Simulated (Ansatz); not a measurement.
Species: CH$_{3}$F$_{3}$Sn (charge 0, singlet). 
Structure (B3LYP-D3(BJ)/def2-TZVP (Ansatz, a quantum-chemistry and plane-wave program) minimum search):
```xyz
8

C     -2.1314    -0.0307     0.1259
Sn    -0.0118    -0.0002     0.0007
F      0.7301     1.7372    -0.2973
F      0.8747    -0.6323     1.5730
F      0.7047    -1.0717    -1.4122
H     -2.4307     0.6053     0.9549
H     -2.5314     0.3452    -0.8121
H     -2.4457    -1.0574     0.2949
```

Computed values are from Ansatz. Correlated levels leave the core frozen unless marked. UHF or UKS for open shells. Spin-orbit coupling is left out. The frozen core is the preceding noble-gas configuration, with the filled d and f shells of earlier blocks. Past Kr the def2 sets carry scalar-relativistic core potentials. CBS(X,Y): correlation extrapolated as X^-3; Hartree-Fock from the larger set. [CCSD(T)-MP2]/basis is that difference in the basis named.

```yaml
atomisation energy De: 2911.0 kJ/mol at CCSD(T)/CBS(def2-TZVPPD,def2-QZVPPD)
vertical ionisation energy (to the doublet): 12.76 eV at RI-MP2/CBS(def2-TZVPPD,def2-QZVPPD)+[CCSD(T)-MP2]/def2-TZVPPD
vertical_triplet_singlet_gap: 6.59 eV at RI-MP2/CBS(def2-TZVPPD,def2-QZVPPD)+[CCSD(T)-MP2]/def2-TZVPPD
total_energy: -552.8010 Eh at CCSD(T)/CBS(def2-TZVPPD,def2-QZVPPD)
dipole_moment: 4.70 D at CCSD(T)/def2-SVPD
T1 diagnostic: 0.013 at CCSD/def2-QZVPPD
```
